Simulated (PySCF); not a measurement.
Run record: EPR job, `[N-]=[C]c1ccco1` [radical].

Method: UKS B3LYP, pcH-1 on C H N O, non-relativistic, mean-field spin-orbit, GIAO (PySCF 2.14.0). Geometry: GFN2-xTB. A driver script takes a list of jobs; this job's settings line and coordinates (Å) are shown.

Command:
```bash
OMP_NUM_THREADS=1 python probes_run.py task.json out
```

Input:
```
{"job": {"kind": "epr", "basis": "pcH-1"}, "charge": -1, "multiplicity": 2}
N      2.863730     1.155553    -1.411713
C      1.848885     0.727044    -0.991026
C      0.692473     0.255833    -0.452312
C      0.222479     0.312924     0.886846
C     -1.017057    -0.320788     0.900582
C     -1.293819    -0.747560    -0.373110
O     -0.264900    -0.412770    -1.244853
H      0.746933     0.766713     1.708418
H     -1.661830    -0.460549     1.754938
H     -2.128011    -1.271746    -0.800297
```

Question: What does the run print?

Answer: 
```
UKS, coarse grid
  cycle   1  E = -322.16253734  |g| = 4.80e-01
  cycle   2  E = -322.02354401  |g| = 7.75e-01
  cycle   3  E = -322.25342885  |g| = 1.92e-01
  cycle   4  E = -322.26891233  |g| = 6.55e-02
  cycle   5  E = -322.27055068  |g| = 2.64e-02
  cycle   6  E = -322.27083872  |g| = 5.84e-03
  cycle   7  E = -322.27085736  |g| = 4.00e-03
  cycle   8  E = -322.27086896  |g| = 1.49e-03
  cycle   9  E = -322.27087159  |g| = 9.34e-04
UKS, final grid
  cycle   1  E = -322.27088857  |g| = 1.69e-03
  cycle   2  E = -322.27088461  |g| = 3.19e-03
  cycle   3  E = -322.27089018  |g| = 2.40e-04
  cycle   4  E = -322.27089021  |g| = 7.71e-05
  cycle   5  E = -322.27089023  |g| = 9.01e-05
  cycle   6  E = -322.27089023  |g| = 2.36e-05
E = -322.27089023 Eh   <S^2> = 0.7621 (exact 0.7500)
g shifts (ppm)      1          2          3
  rmc          -214       -214       -214
  gc            -12         43         40
  oz_so          -6        607       2267
  total        -232        436       2093
hyperfine (MHz)  atom isotope    a_iso     a_fc   dipolar eigenvalues
    0   14N       6.79       6.79    -11.95    -10.58     22.53
    1   13C     -20.77     -20.77     -9.76      0.67      9.09
    2   13C       3.20       3.20    -19.74    -18.03     37.77
    3   13C      15.03      15.03    -20.48    -19.22     39.70
    4   13C     -23.92     -23.92    -14.16      6.77      7.39
    5   13C      28.46      28.46    -29.28    -27.26     56.53
    6   17O     -23.40     -23.40    -65.91     32.39     33.52
    7    1H     -18.00     -18.00    -10.12     -0.37     10.49
    8    1H       4.33       4.33     -2.86      0.53      2.33
    9    1H     -25.86     -25.86    -14.82      0.35     14.47
```

rmc, gc and oz_so are the mass-correction, gauge-correction and orbital-Zeeman/spin–orbit parts of the g shift along its three principal axes; a_iso is the isotropic hyperfine coupling and a_fc its Fermi-contact part. The program numbers atoms from 0.

Question: Get g_iso from the total shifts.

Answer: Their mean is 766 ppm; added to g_e = 2.002319 it gives 2.00309.

Question: How far is ⟨S²⟩ from the pure-spin value?

Answer: S = 0.5 gives S(S+1) = 0.75; the run has 0.7621, 0.0121 more.

Summary of the converged run: ⟨S²⟩ 0.762; g_iso 2.0031.

Whether the extra electron is bound in the gas phase wasn't checked; a finite basis holds it in any case.

Hardware: one thread, Intel Xeon Platinum 8259CL at 2.50 GHz (x86_64) (shared host). Cost: 37 s (with the writing of density and orbital grids), 0.74 GiB resident at most.
Labels such as C1 count atoms from 1, the log's own numbers from 0.
